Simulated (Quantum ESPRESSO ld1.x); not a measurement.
Results of a calculation; reference values are marked as such.
Problem. Te IV, configuration [Kr] 4d10 5s2 5d1 (not the ground configuration). Code: ld1.x of Quantum ESPRESSO 7.5. Model: scalar-relativistic Kohn-Sham, LDA (Slater exchange, Perdew-Zunger correlation), spin-polarised, spherical densities, point nucleus; open shells are filled with parallel spins first. Some entries of the table are withheld. Estimate them.

orbital,occ.,eigenvalue (hartree),<r> (bohr)
1s down,1,-1162.31,0.02784
1s up,1,-1162.31,0.02784
2s up,1,-179.335,0.1200
2s down,1,-179.334,0.1200
2p up,3,-161.210,0.1048
2p down,3,-161.209,0.1048
3s up,1,-36.6694,0.3226
3s down,1,-36.6688,0.3226
3p up,3,-30.7767,0.3206
3p down,3,-30.7760,0.3206
3d up,5,-21.8401,0.2970
3d down,5,-21.8392,0.2970
4s up,1,-7.26591,0.7641
4s down,1,-7.26393,0.7641
4p up,3,-5.43394,0.8200
4p down,3,-5.43202,0.8199
4d up,5,-2.76087,0.9635
4d down,5,-2.75840,0.9626
5s up,1,-1.66133,1.902
5s down,1,-1.64408,1.890
5p up,0,-1.24569,2.200
5p down,0,-1.22232,2.182
5d up,1,(1),3.013
5d down,0,(2),3.019
6s up,0,(3),3.954
6s down,0,(4),4.014

Solution. 
(1) 5d up eigenvalue (hartree): -0.72160
(2) 5d down eigenvalue (hartree): -0.69043
(3) 6s up eigenvalue (hartree): -0.66336
(4) 6s down eigenvalue (hartree): -0.63733
